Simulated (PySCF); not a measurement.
# Tm⁺: ionisation energy

Tm⁺ [Xe] 4f13 6s1 (3F) → Tm²⁺ [Xe] 4f13 (2F), as a difference of total energies. All numbers are calculated (PySCF 2.14, the spin-free X2C one-electron Hamiltonian (Gaussian nucleus), in ANO-RCC-VTZP). The calculations carry no spin-orbit coupling.

```tsv
method	ionisation energy (eV)	difference from reference (eV)
UHF	11.157	-0.908
PW91	12.318	+0.253
revPBE	12.151	+0.086
```

Reference: 12.065 ± 0.02 eV (semi-empirical (NIST evaluation); NIST Atomic Spectra Database, ionization energies).

The reference lies between the lowest fine-structure levels, while these numbers refer to the centres of the terms.
